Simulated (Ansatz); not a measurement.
Relaxation of CdFH₃OSi (7 atoms, charge 0, multiplicity 1), to a largest force component of 0.02 eV/Å in at most 50 steps.

The calculation used RKS PBE0-D4/def2-SVP in Ansatz 0.2.0.

```xyz
7
Properties=species:S:1:pos:R:3
F -0.685 -2.111 1.704
Cd -1.336 -1.732 -0.073
O -0.775 -0.077 -0.885
Si 0.451 0.783 -0.280
H 1.710 0.000 -0.300
H 0.175 1.261 1.090
H -0.953 0.550 -1.630
```

**Question.** Where does it end, and by what steps?

**Answer.** It converged. After 20 steps the energy has fallen by 2.759 eV; Cd2 moved furthest, 1.72 Å. Parted: Cd2–O3. Joined: Cd2–H5, Cd2–H6.

```csv
step,energy less start (eV),largest force component (eV/Å),accepted
0,0.0000,4.215,yes
1,-0.9550,2.502,yes
2,-1.3181,0.693,yes
3,-1.4629,0.482,yes
4,-1.6217,0.632,yes
5,-1.7265,1.129,yes
6,-1.7892,1.147,yes
7,-1.9334,1.152,yes
8,-2.1616,1.110,yes
9,-2.3986,0.745,yes
10,-2.5037,0.989,yes
11,-2.6075,0.773,yes
12,-2.6565,0.878,yes
13,-2.7352,0.254,yes
14,-2.7455,0.327,yes
15,-2.7537,0.099,yes
16,-2.7565,0.103,yes
17,-2.7577,0.164,yes
18,-2.7587,0.080,yes
19,-2.7589,0.077,yes
20,-2.7594,0.008,yes
```

```xyz
7
Properties=species:S:1:pos:R:3
F -0.829 -2.786 1.834
Cd -0.261 -1.077 1.098
O -0.631 0.263 -1.560
Si 0.519 0.960 -0.504
H 1.267 -0.413 -0.176
H -0.312 0.813 0.962
H -1.165 0.912 -2.029
```

Time of the run: 51 s on 2 threads of Arm Neoverse V2, on a shared host, peak memory 0.19 GiB.
